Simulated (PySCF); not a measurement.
## In (indium, neutral): LDA calculation

Configuration: [Kr] 4d10 5s1 5p1 5d1, one real determinant (an excited configuration). All numbers are calculated (PySCF 2.14, scalar relativity by spin-free X2C-1e, in x2c-TZVPPall with one added diffuse shell each of s, p, d, f type (9s7p5d3f, 76 functions)).

- Total energy: -5874.73 hartree
- One-electron energy: -8083.28 hartree
- Hartree (Coulomb) energy: 2363.80 hartree
- Exchange-correlation energy: -155.25 hartree
- ⟨S²⟩: 3.7510
- ⟨L²⟩: 8.003
- Sum of ⟨r⟩: 38.44 bohr
- Sum of ⟨r²⟩: 96.81 bohr²
- Traceless quadrupole moment −½Σ⟨3z² − r²⟩ along its main axis: 10.2 e·bohr²
- Langevin diamagnetic susceptibility: -76.7 ×10⁻⁶ cm³/mol

```json
{"shell": "1s α", "electrons": "1", "mean orbital energy (eV)": "-27673.9", "spread (eV)": "0", "rms radius, mean of both spins (bohr)": "0.0341"}
{"shell": "1s β", "electrons": "1", "mean orbital energy (eV)": "-27673.8", "spread (eV)": "0", "rms radius, mean of both spins (bohr)": "0.0341"}
{"shell": "2s α", "electrons": "1", "mean orbital energy (eV)": "-4150.1", "spread (eV)": "0", "rms radius, mean of both spins (bohr)": "0.139"}
{"shell": "2s β", "electrons": "1", "mean orbital energy (eV)": "-4150.0", "spread (eV)": "0", "rms radius, mean of both spins (bohr)": "0.139"}
{"shell": "2p α", "electrons": "3", "mean orbital energy (eV)": "-3730.6", "spread (eV)": "0.044", "rms radius, mean of both spins (bohr)": "0.124"}
{"shell": "2p β", "electrons": "3", "mean orbital energy (eV)": "-3730.6", "spread (eV)": "0.062", "rms radius, mean of both spins (bohr)": "0.124"}
{"shell": "3s α", "electrons": "1", "mean orbital energy (eV)": "-791.33", "spread (eV)": "0", "rms radius, mean of both spins (bohr)": "0.373"}
{"shell": "3s β", "electrons": "1", "mean orbital energy (eV)": "-791.29", "spread (eV)": "0", "rms radius, mean of both spins (bohr)": "0.373"}
{"shell": "3p α", "electrons": "3", "mean orbital energy (eV)": "-653.65", "spread (eV)": "0.137", "rms radius, mean of both spins (bohr)": "0.374"}
{"shell": "3p β", "electrons": "3", "mean orbital energy (eV)": "-653.61", "spread (eV)": "0.156", "rms radius, mean of both spins (bohr)": "0.374"}
{"shell": "3d α", "electrons": "5", "mean orbital energy (eV)": "-437.98", "spread (eV)": "0.125", "rms radius, mean of both spins (bohr)": "0.353"}
{"shell": "3d β", "electrons": "5", "mean orbital energy (eV)": "-437.94", "spread (eV)": "0.143", "rms radius, mean of both spins (bohr)": "0.353"}
{"shell": "4s α", "electrons": "1", "mean orbital energy (eV)": "-124.22", "spread (eV)": "0", "rms radius, mean of both spins (bohr)": "0.902"}
{"shell": "4s β", "electrons": "1", "mean orbital energy (eV)": "-124.13", "spread (eV)": "0", "rms radius, mean of both spins (bohr)": "0.902"}
{"shell": "4p α", "electrons": "3", "mean orbital energy (eV)": "-82.982", "spread (eV)": "0.310", "rms radius, mean of both spins (bohr)": "0.985"}
{"shell": "4p β", "electrons": "3", "mean orbital energy (eV)": "-82.863", "spread (eV)": "0.359", "rms radius, mean of both spins (bohr)": "0.985"}
{"shell": "4d α", "electrons": "5", "mean orbital energy (eV)": "-23.608", "spread (eV)": "0.328", "rms radius, mean of both spins (bohr)": "1.29"}
{"shell": "4d β", "electrons": "5", "mean orbital energy (eV)": "-23.272", "spread (eV)": "0.441", "rms radius, mean of both spins (bohr)": "1.29"}
{"shell": "5s α", "electrons": "1", "mean orbital energy (eV)": "-12.575", "spread (eV)": "0", "rms radius, mean of both spins (bohr)": "2.62"}
{"shell": "5p α", "electrons": "1", "mean orbital energy (eV)": "-5.903", "spread (eV)": "0", "rms radius, mean of both spins (bohr)": "3.42"}
{"shell": "5d α", "electrons": "1", "mean orbital energy (eV)": "-0.795", "spread (eV)": "0", "rms radius, mean of both spins (bohr)": "7.19"}
```

⟨L²⟩ = 8.00 against 12 for a pure F term, so this real determinant mixes terms. The outer electron is Rydberg-like, and this basis confines it to a smaller radius and binds it less than a complete one would.

Densities and radii are taken from the X2C orbitals without a picture-change correction, which distorts them close to the nucleus.
